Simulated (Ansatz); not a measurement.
C2H7NSi2 can be A, `C[SiH2][SiH]1C=N1`, or B, `NC#C[SiH2][SiH3]`.

Computed with Ansatz on PBE0-D4/def2-TZVP structures; ΔE is electronic, products minus reactants. CCSD(T)/CBS is the MP2 limit (def2-TZVPP, def2-QZVPP) plus CCSD(T) − MP2 in def2-TZVPP, frozen cores. Functionals use def2-TZVPP. B3LYP here is the variant with VWN-RPA as its local correlation; programs differ in this. One conformer a species, not always the lowest.

(1) Which isomer does CCSD(T)/CBS put lower? Give the gap. (Estimate.)

(2) Give E(B) − E(A) in kcal/mol with B3LYP-D4, B3LYP, PBE-D4, MP2/def2-TZVPP, HF/def2-TZVPP, B2PLYP, ωB97M-V. (Estimate.)

Largest T1 diagnostic: 0.016.

## Answers

(1) Ansatz gave: A, by 10.7 kcal/mol.

(2) Computed: B3LYP-D4 7.9, B3LYP 7.1, PBE-D4 12.1, MP2/def2-TZVPP 10.1, HF/def2-TZVPP 1.8, B2PLYP 8.3, ωB97M-V 11.2. None reverses the order clearly.

The D4 term adds +0.7 kcal/mol with B3LYP and +0.4 kcal/mol with PBE0; it sums over pairs of atoms, weighted by their polarisabilities, and B3LYP, whose exchange is more repulsive, gets the larger term. From PBE to PBE0 (25 % exact exchange), in def2-TZVPP and without D4, E(B) − E(A) moves by −0.8 kcal/mol.
